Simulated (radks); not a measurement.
All-electron atom: a nucleus of charge 66.4 with 66 electrons in [Xe] 4f10 6s2.

Method: scalar-relativistic Kohn-Sham, LDA (Slater exchange, Perdew-Wang correlation), spin-unpolarised, spherical densities, finite nucleus; Fermi nuclear charge, rms radius 5.2218 fm; computed with a radial shooting solver on a logarithmic mesh with Libxc functionals.

Energy parts (eV):
total: -335527.58
kinetic: 362181.29
electron-nucleus: -821350.25
Hartree: 130652.59
exchange-correlation: -7011.21

Orbitals (lengths in bohr, moments of r in powers of bohr; r(90%) holds 90 % of the orbital's charge):
| orbital | occ. | eigenvalue (eV) | <1/r> | <r^2> | r(90%) |
|---|---|---|---|---|---|
| 1s | 2 | -54336.64 | 75.08 | 0.0006017 | 0.0380 |
| 2s | 2 | -9070.951 | 17.46 | 0.009391 | 0.138 |
| 2p | 6 | -8048.994 | 16.20 | 0.007604 | 0.128 |
| 3s | 2 | -2026.113 | 6.424 | 0.06199 | 0.341 |
| 3p | 6 | -1712.840 | 6.021 | 0.06224 | 0.347 |
| 3d | 10 | -1310.885 | 5.712 | 0.05202 | 0.328 |
| 4s | 2 | -404.7056 | 2.715 | 0.3119 | 0.755 |
| 4p | 6 | -301.4564 | 2.489 | 0.3531 | 0.811 |
| 4d | 10 | -161.1747 | 2.196 | 0.4236 | 0.909 |
| 5s | 2 | -54.4086 | 1.035 | 1.853 | 1.85 |
| 5p | 6 | -30.1242 | 0.8614 | 2.627 | 2.24 |
| 4f | 10 | -8.8322 | 1.598 | 0.9536 | 1.46 |
| 6s | 2 | -6.4312 | 0.3358 | 15.83 | 5.49 |

The highest occupied level is 6s at -6.431 eV. The density falls to 0.001 e/bohr^3 at r = 4.97 bohr. Summed over all electrons, <r^2> = 68.72 bohr^2, which gives a Langevin (diamagnetic) susceptibility term of -54.4 x 10^-6 cm^3/mol. The electron density at the nucleus is 8.012e+05 e/bohr^3 (large components only).
